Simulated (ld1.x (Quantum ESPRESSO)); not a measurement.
# Configuration tests for phosphorus (P) (ultrasoft)

| Quantity | Value |
| --- | --- |
| Element | phosphorus (P) |
| Generator | ld1.x (Quantum ESPRESSO) 7.5 |
| Type | ultrasoft |
| Functional | revPBE |
| Relativity | fully relativistic |
| Frozen core | [Ne] |
| Valence charge | 5 |
| Reference configuration | 3s2 3p3 |
| Partial waves | 3s (bound): rcut 1.55, rcutus 1.65 bohr; 3s channel at 0.8 Ry: rcut 1.55, rcutus 1.65 bohr; 3p (bound): rcut 1.50, rcutus 1.90 bohr; 3p channel at 0.5 Ry: rcut 1.50, rcutus 1.90 bohr; 3d channel at -0.05 Ry: rcut 1.35, rcutus 1.70 bohr; 3d channel at 2.3 Ry: rcut 1.35, rcutus 1.70 bohr |
| Local potential | all-electron potential smoothed inside 1.90 bohr (lloc = -1) |
| Core correction | Bessel-smoothed model core inside 0.75 bohr |
| Augmentation charge | PSQ, radius 1.40 bohr |

Open shells are filled in proportion to 2j + 1 (rel_dist='average').

Energies are relative to the spin-unpolarised reference configuration 3s2 3p3; without spin polarisation the order of configurations can differ from experiment.

```
valence configuration  charge  ΔE all-electron (eV)  error AE − PS (meV)
              3s2 3p2      +1                 9.708                 +0.4
              3s2 3p0      +3                58.533                  +15
              3s0 3p5       0                17.182                 -8.8
              3s1 3p4       0                 8.528                 -2.3
            3s2 3p2.5    +0.5                 3.763                  0.0
```

Question: What are ΔE and the potential's error for 3s2 3p1?

Answer: ΔE = 28.833 eV all-electron; the error (AE − PS) is +3.9 meV.

Question: What are ΔE and the potential's error for 3s1 3p3?

Answer: ΔE = 18.825 eV all-electron; the error (AE − PS) is -3.6 meV.

Levels in the configuration 3s2 3p0:

```tsv
level	all-electron (eV)	pseudo (eV)
3s j=1/2	-45.551	-45.550
```
